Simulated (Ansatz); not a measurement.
Ansatz (a quantum-chemistry and plane-wave program) input (HF/3-21G): The .json file is the Basis Set Exchange's 3-21G.

Ansatz 0.2 input:
```yaml
crystal:
  periodic: [false, false, false]
  atoms:
    - {symbol: C, position_ang: [-1.56226749, 0.01625307, -0.03355166]}
    - {symbol: Se, position_ang: [0.44777632, -0.00465845, 0.00961656]}
    - {symbol: H, position_ang: [-1.93924544, -0.59138799, -0.85121614]}
    - {symbol: H, position_ang: [-1.93710907, 1.02703563, -0.16669678]}
    - {symbol: H, position_ang: [-1.97443529, -0.37477889, 0.89225984]}
basis:
  gaussian:
    orbitals: 3-21G.json
hamiltonian:
  xc: {name: HF}
total_charge: -1
phonons: {temperatures: {t_min: 298.15, t_max: 298.15, t_step: 100}}
```

Output:

```
WARN ansatz: RAYON_NUM_THREADS=1 ignored (pool sized by the plan → 1); use --threads N
Functional definition: HF
integrals: 0.00 GiB planned
414 factors; integrals over basis functions are off by at most 5.5e-4 eV
mean field: 0.07 GiB planned
mean field evaluation 1: about -66064.6398 eV, gradient 2.0e1 eV
mean field evaluation 2: about -66064.6386 eV, gradient 2.0e1 eV
mean field evaluation 4: about -66066.0613 eV, gradient 1.3e0 eV
mean field evaluation 8: about -66066.0743 eV, gradient 5.6e-3 eV
mean field -66066.07432471 eV, -2427.8834502396 hartree, gradient 9.3e-6 eV, S^2 0.000000; 0 other end points of the search recorded, 0 dependent functions left out
the calculation of the forces begins
reference -66066.07432471 eV, -2427.8834502396 hartree; 22, 22 occupied and 16, 16 virtual orbitals, 414 factors
these checks for a lower state are left out or cut short: stability, starts, cluster_reference, orbital_swaps, neighbouring_geometries, increment
integrals: 0.00 GiB planned
414 factors; integrals over basis functions are off by at most 5.4e-4 eV
mean field: 0.07 GiB planned
mean field evaluation 16: about -66066.0742 eV, gradient 2.7e-5 eV
mean field -66066.07415381 eV, -2427.8834439592 hartree, gradient 1.2e-6 eV, S^2 0.000000; 0 other end points of the search recorded, 0 dependent functions left out
the calculation of the forces begins
reference -66066.07415381 eV, -2427.8834439592 hartree; 22, 22 occupied and 16, 16 virtual orbitals, 414 factors
these checks for a lower state are left out or cut short: stability, starts, cluster_reference, orbital_swaps, neighbouring_geometries, increment
integrals: 0.00 GiB planned
414 factors; integrals over basis functions are off by at most 5.5e-4 eV
mean field: 0.07 GiB planned
mean field -66066.07415262 eV, -2427.8834439154 hartree, gradient 1.2e-6 eV, S^2 0.000000; 0 other end points of the search recorded, 0 dependent functions left out
the calculation of the forces begins
reference -66066.07415262 eV, -2427.8834439154 hartree; 22, 22 occupied and 16, 16 virtual orbitals, 414 factors
these checks for a lower state are left out or cut short: stability, starts, cluster_reference, orbital_swaps, neighbouring_geometries, increment
integrals: 0.00 GiB planned
414 factors; integrals over basis functions are off by at most 5.5e-4 eV
mean field: 0.07 GiB planned
mean field evaluation 32: about -66066.0742 eV, gradient 2.7e-5 eV
mean field -66066.07418046 eV, -2427.8834449385 hartree, gradient 1.2e-6 eV, S^2 0.000000; 0 other end points of the search recorded, 0 dependent functions left out
the calculation of the forces begins
reference -66066.07418046 eV, -2427.8834449385 hartree; 22, 22 occupied and 16, 16 virtual orbitals, 414 factors
these checks for a lower state are left out or cut short: stability, starts, cluster_reference, orbital_swaps, neighbouring_geometries, increment
integrals: 0.00 GiB planned
414 factors; integrals over basis functions are off by at most 5.5e-4 eV
mean field: 0.07 GiB planned
mean field -66066.07418845 eV, -2427.8834452320 hartree, gradient 1.2e-6 eV, S^2 0.000000; 0 other end points of the search recorded, 0 dependent functions left out
the calculation of the forces begins
reference -66066.07418845 eV, -2427.8834452320 hartree; 22, 22 occupied and 16, 16 virtual orbitals, 414 factors
these checks for a lower state are left out or cut short: stability, starts, cluster_reference, orbital_swaps, neighbouring_geometries, increment
integrals: 0.00 GiB planned
414 factors; integrals over basis functions are off by at most 5.5e-4 eV
mean field: 0.07 GiB planned
mean field -66066.07432014 eV, -2427.8834500714 hartree, gradient 1.2e-6 eV, S^2 0.000000; 0 other end points of the search recorded, 0 dependent functions left out
the calculation of the forces begins
reference -66066.07432014 eV, -2427.8834500714 hartree; 22, 22 occupied and 16, 16 virtual orbitals, 414 factors
these checks for a lower state are left out or cut short: stability, starts, cluster_reference, orbital_swaps, neighbouring_geometries, increment
integrals: 0.00 GiB planned
414 factors; integrals over basis functions are off by at most 5.5e-4 eV
mean field: 0.07 GiB planned
mean field -66066.07432048 eV, -2427.8834500839 hartree, gradient 1.2e-6 eV, S^2 0.000000; 0 other end points of the search recorded, 0 dependent functions left out
the calculation of the forces begins
reference -66066.07432048 eV, -2427.8834500839 hartree; 22, 22 occupied and 16, 16 virtual orbitals, 414 factors
these checks for a lower state are left out or cut short: stability, starts, cluster_reference, orbital_swaps, neighbouring_geometries, increment
integrals: 0.00 GiB planned
414 factors; integrals over basis functions are off by at most 5.5e-4 eV
mean field: 0.07 GiB planned
mean field evaluation 64: about -66066.0743 eV, gradient 1.2e-6 eV
mean field -66066.07430008 eV, -2427.8834493342 hartree, gradient 1.2e-6 eV, S^2 0.000000; 0 other end points of the search recorded, 0 dependent functions left out
the calculation of the forces begins
reference -66066.07430008 eV, -2427.8834493342 hartree; 22, 22 occupied and 16, 16 virtual orbitals, 414 factors
these checks for a lower state are left out or cut short: stability, starts, cluster_reference, orbital_swaps, neighbouring_geometries, increment
integrals: 0.00 GiB planned
414 factors; integrals over basis functions are off by at most 5.5e-4 eV
mean field: 0.07 GiB planned
mean field -66066.07428979 eV, -2427.8834489564 hartree, gradient 1.2e-6 eV, S^2 0.000000; 0 other end points of the search recorded, 0 dependent functions left out
the calculation of the forces begins
reference -66066.07428979 eV, -2427.8834489564 hartree; 22, 22 occupied and 16, 16 virtual orbitals, 414 factors
these checks for a lower state are left out or cut short: stability, starts, cluster_reference, orbital_swaps, neighbouring_geometries, increment
integrals: 0.00 GiB planned
414 factors; integrals over basis functions are off by at most 5.5e-4 eV
mean field: 0.07 GiB planned
mean field -66066.07430006 eV, -2427.8834493338 hartree, gradient 1.2e-6 eV, S^2 0.000000; 0 other end points of the search recorded, 0 dependent functions left out
the calculation of the forces begins
reference -66066.07430006 eV, -2427.8834493338 hartree; 22, 22 occupied and 16, 16 virtual orbitals, 414 factors
these checks for a lower state are left out or cut short: stability, starts, cluster_reference, orbital_swaps, neighbouring_geometries, increment
integrals: 0.00 GiB planned
414 factors; integrals over basis functions are off by at most 5.5e-4 eV
mean field: 0.07 GiB planned
mean field -66066.07430077 eV, -2427.8834493598 hartree, gradient 1.2e-6 eV, S^2 0.000000; 0 other end points of the search recorded, 0 dependent functions left out
the calculation of the forces begins
reference -66066.07430077 eV, -2427.8834493598 hartree; 22, 22 occupied and 16, 16 virtual orbitals, 414 factors
these checks for a lower state are left out or cut short: stability, starts, cluster_reference, orbital_swaps, neighbouring_geometries, increment
integrals: 0.00 GiB planned
414 factors; integrals over basis functions are off by at most 5.5e-4 eV
mean field: 0.07 GiB planned
mean field -66066.07427587 eV, -2427.8834484446 hartree, gradient 1.2e-6 eV, S^2 0.000000; 0 other end points of the search recorded, 0 dependent functions left out
the calculation of the forces begins
reference -66066.07427587 eV, -2427.8834484446 hartree; 22, 22 occupied and 16, 16 virtual orbitals, 414 factors
these checks for a lower state are left out or cut short: stability, starts, cluster_reference, orbital_swaps, neighbouring_geometries, increment
integrals: 0.00 GiB planned
414 factors; integrals over basis functions are off by at most 5.5e-4 eV
mean field: 0.07 GiB planned
mean field evaluation 96: about -66066.0743 eV, gradient 2.5e-6 eV
mean field -66066.07427911 eV, -2427.8834485637 hartree, gradient 1.2e-6 eV, S^2 0.000000; 0 other end points of the search recorded, 0 dependent functions left out
the calculation of the forces begins
reference -66066.07427911 eV, -2427.8834485637 hartree; 22, 22 occupied and 16, 16 virtual orbitals, 414 factors
these checks for a lower state are left out or cut short: stability, starts, cluster_reference, orbital_swaps, neighbouring_geometries, increment
integrals: 0.00 GiB planned
414 factors; integrals over basis functions are off by at most 5.5e-4 eV
mean field: 0.07 GiB planned
mean field -66066.07425138 eV, -2427.8834475446 hartree, gradient 1.2e-6 eV, S^2 0.000000; 0 other end points of the search recorded, 0 dependent functions left out
the calculation of the forces begins
reference -66066.07425138 eV, -2427.8834475446 hartree; 22, 22 occupied and 16, 16 virtual orbitals, 414 factors
these checks for a lower state are left out or cut short: stability, starts, cluster_reference, orbital_swaps, neighbouring_geometries, increment
integrals: 0.00 GiB planned
414 factors; integrals over basis functions are off by at most 5.5e-4 eV
mean field: 0.07 GiB planned
mean field -66066.07425597 eV, -2427.8834477134 hartree, gradient 1.2e-6 eV, S^2 0.000000; 0 other end points of the search recorded, 0 dependent functions left out
the calculation of the forces begins
reference -66066.07425597 eV, -2427.8834477134 hartree; 22, 22 occupied and 16, 16 virtual orbitals, 414 factors
these checks for a lower state are left out or cut short: stability, starts, cluster_reference, orbital_swaps, neighbouring_geometries, increment
integrals: 0.00 GiB planned
414 factors; integrals over basis functions are off by at most 5.5e-4 eV
mean field: 0.07 GiB planned
mean field -66066.07422302 eV, -2427.8834465027 hartree, gradient 1.2e-6 eV, S^2 0.000000; 0 other end points of the search recorded, 0 dependent functions left out
the calculation of the forces begins
reference -66066.07422302 eV, -2427.8834465027 hartree; 22, 22 occupied and 16, 16 virtual orbitals, 414 factors
these checks for a lower state are left out or cut short: stability, starts, cluster_reference, orbital_swaps, neighbouring_geometries, increment
integrals: 0.00 GiB planned
414 factors; integrals over basis functions are off by at most 5.4e-4 eV
mean field: 0.07 GiB planned
mean field evaluation 128: about -66066.0742 eV, gradient 1.2e-6 eV
mean field -66066.07422911 eV, -2427.8834467264 hartree, gradient 1.2e-6 eV, S^2 0.000000; 0 other end points of the search recorded, 0 dependent functions left out
the calculation of the forces begins
reference -66066.07422911 eV, -2427.8834467264 hartree; 22, 22 occupied and 16, 16 virtual orbitals, 414 factors
these checks for a lower state are left out or cut short: stability, starts, cluster_reference, orbital_swaps, neighbouring_geometries, increment
integrals: 0.00 GiB planned
414 factors; integrals over basis functions are off by at most 5.5e-4 eV
mean field: 0.07 GiB planned
mean field -66066.07430245 eV, -2427.8834494216 hartree, gradient 1.2e-6 eV, S^2 0.000000; 0 other end points of the search recorded, 0 dependent functions left out
the calculation of the forces begins
reference -66066.07430245 eV, -2427.8834494216 hartree; 22, 22 occupied and 16, 16 virtual orbitals, 414 factors
these checks for a lower state are left out or cut short: stability, starts, cluster_reference, orbital_swaps, neighbouring_geometries, increment
integrals: 0.00 GiB planned
414 factors; integrals over basis functions are off by at most 5.5e-4 eV
mean field: 0.07 GiB planned
mean field -66066.07430306 eV, -2427.8834494438 hartree, gradient 1.2e-6 eV, S^2 0.000000; 0 other end points of the search recorded, 0 dependent functions left out
the calculation of the forces begins
reference -66066.07430306 eV, -2427.8834494438 hartree; 22, 22 occupied and 16, 16 virtual orbitals, 414 factors
Total energy: -66066.07432471 eV, -2427.8834502396 hartree
Atom 0 at    -1.562267     0.016253    -0.033552 Å, force    -0.002392     0.000025    -0.000051 eV/Å
Atom 1 at     0.447776    -0.004658     0.009617 Å, force     0.002878    -0.000030     0.000062 eV/Å
Atom 2 at    -1.939245    -0.591388    -0.851216 Å, force    -0.000151    -0.000633    -0.000844 eV/Å
Atom 3 at    -1.937109     1.027036    -0.166697 Å, force    -0.000149     0.001047    -0.000133 eV/Å
Atom 4 at    -1.974435    -0.374779     0.892260 Å, force    -0.000187    -0.000408     0.000966 eV/Å
Dipole moment:    -0.306505     0.003189    -0.006583 e Å
Vibrations: 614.22 941.11 941.12 1432.61 1665.97 1665.97 3155.20 3206.07 3206.09 cm⁻¹, zero-point energy 1.043225 eV
```

The blocks after the first are displaced geometries, from whose forces the wavenumbers follow.

The dipole moment of an ion depends on the origin.
